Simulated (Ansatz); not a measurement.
C2H2Se, SMILES `C1=C[Se]1`, 5 atoms. Charge 0, multiplicity 1. Correlated methods include outer-core shells of Se, which these sets cover unevenly. Scalar relativity is left out up to krypton. All runs use 2 threads of an Intel Xeon Platinum 8375C on a shared host. Correlated methods freeze the cores. Open-shell runs search over several starts.

**Question.** How many basis functions does each run have, and how long does it take in Ansatz? UKS ωB97M-V/def2-TZVPP energy of the cation; RKS PBE0-D4/def2-QZVPP energy; RHF-MP2/def2-QZVPP energy; UKS ωB97X-V/def2-TZVPP energy of the cation; RKS ωB97M-V/def2-SVP energy; RKS ωB97M-V/def2-QZVPP energy; RKS r2SCAN0-D4/def2-TZVPP energy; RHF-CCSD(T)/def2-TZVPP energy; UKS PBE0-D4/def2-TZVPP energy of the cation; UHF-MP2/def2-QZVPP energy of the cation; UHF-CCSD(T)/def2-TZVPP energy of the cation; RKS HSE06 (plane-wave form)-D4/def2-TZVPP energy. (Best estimate.)

**Answer.** Computed: Other jobs shared the machine, so times are rough.

| level | job | functions | wall time | peak host memory (GiB) |
| --- | --- | --- | --- | --- |
| RKS HSE06 (plane-wave form)-D4/def2-TZVPP | energy | 138 | 2.3 s | 0.33 |
| RKS ωB97M-V/def2-SVP | energy | 70 | 3.2 s | 0.33 |
| RKS r2SCAN0-D4/def2-TZVPP | energy | 138 | 3.8 s | 0.33 |
| UKS PBE0-D4/def2-TZVPP | energy of the cation | 138 | 4 s | 0.33 |
| RKS PBE0-D4/def2-QZVPP | energy | 263 | 6 s | 0.63 |
| RHF-CCSD(T)/def2-TZVPP | energy | 138 | 9 s | 0.54 |
| UKS ωB97M-V/def2-TZVPP | energy of the cation | 138 | 9 s | 0.46 |
| RKS ωB97M-V/def2-QZVPP | energy | 263 | 11 s | 0.76 |
| UKS ωB97X-V/def2-TZVPP | energy of the cation | 138 | 12 s | 0.43 |
| RHF-MP2/def2-QZVPP | energy | 263 | 13 s | 0.78 |
| UHF-CCSD(T)/def2-TZVPP | energy of the cation | 138 | 33 s | 1.1 |
| UHF-MP2/def2-QZVPP | energy of the cation | 263 | 40 s | 0.89 |
